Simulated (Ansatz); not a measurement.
Total energies of PtO2⁻ (the lowest doublet isomer of a short search) from Ansatz at r2SCAN-D4/def2-TZVPD, gas phase (1 Eh = 27.2114 eV = 2625.5 kJ/mol). The reference geometry is relaxed at r2SCAN-D4/def2-TZVPD.

```xyz
3

Pt    0.000    0.000    0.000
O    -0.327   -0.215    1.725
O     0.327    0.215   -1.725
```

```csv
state,geometry,energy (Eh)
charge -1 doublet,reference,-269.87118
charge 0 singlet,reference,-269.76310
charge -1 quartet,relaxed at r2SCAN-D4/def2-TZVPD,-269.82854
```

In the def2 sets Pt takes a core potential; there is no spin–orbit coupling.

Q: Work out the vertical ionisation energy to the singlet.

A: E(charge 0 singlet) − E(charge -1 doublet) = -269.76310 − (-269.87118) = 0.10808 Eh = 2.94 eV. For comparison, −ε of the highest occupied level of the spin that leaves is -0.48 eV at this level, 3.42 eV less.

Q: Which of the charge -1 states is lowest, and how far above it are the others?

A: The doublet. quartet: -269.82854 − (-269.87118) = 0.04264 Eh = 112.0 kJ/mol.

At r2SCAN-D4/def2-TZVPD the highest occupied level of the charge -1 doublet lies above zero (up to 0.48 eV). By energy differences its removal costs 2.94 eV (vertical, to the charge 0 singlet, at r2SCAN-D4/def2-TZVPD); a positive level beside a positive removal energy at the same level points to self-interaction error. At r2SCAN-D4/def2-TZVPD the highest occupied level of the charge -1 quartet lies above zero (up to 0.08 eV). It is a level of α spin, whose loss leaves a triplet; that state wasn't run at this geometry and level. The electron is either unbound and held by the finite basis, or the level is raised by self-interaction error. 

The structure comes from a short search, and lower isomers may exist.
